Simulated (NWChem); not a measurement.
Correlation energy of CCl

```
Cl
C 1 1.6758
```
Charge 0, spin multiplicity 2.

All runs are NWChem calculations. All single points use one geometry, from UPBE/def2-SVP, a minimum by its harmonic frequencies.

Basis set: cc-pVDZ. Each correlation energy counts from its own Hartree-Fock reference.

The correlated methods keep 6 core orbitals frozen. This spin state was chosen for the runs; another may lie lower. The structure started from a generated list of species. The unpaired electrons of the parent sit in orbitals of symmetry b1 (C2v labels of the run); other states weren't searched. No SCF solution was tested for a lower state. Open-shell Hartree-Fock references start from PBE0 orbitals. Coupled-cluster values serve here as a point of comparison, not as the truth.

```json
[
 {"method": "CCSD(T) on ROHF", "correlation energy (mHa)": "…"},
 {"method": "UMP2", "correlation energy (mHa)": "-219.5"},
 {"method": "CCSD on UHF", "correlation energy (mHa)": "…"},
 {"method": "CCSD[T] on ROHF", "correlation energy (mHa)": "-263.0"},
 {"method": "SCS-UMP2", "correlation energy (mHa)": "-214.3"},
 {"method": "CCSD on ROHF", "correlation energy (mHa)": "-253.3"},
 {"method": "CCSD(T) on UHF", "correlation energy (mHa)": "-256.9"},
 {"method": "CCSD[T] on UHF", "correlation energy (mHa)": "…"},
 {"method": "CCSDT on ROHF", "correlation energy (mHa)": "…"},
 {"method": "URI-MP2", "correlation energy (mHa)": "-219.6"}
]
```

Question: Fill in the missing entries.

Answer: 
- CCSD(T) on ROHF, correlation energy (mHa): -262.0
- CCSD on UHF, correlation energy (mHa): -248.6
- CCSD[T] on UHF, correlation energy (mHa): -257.9
- CCSDT on ROHF, correlation energy (mHa): -262.8
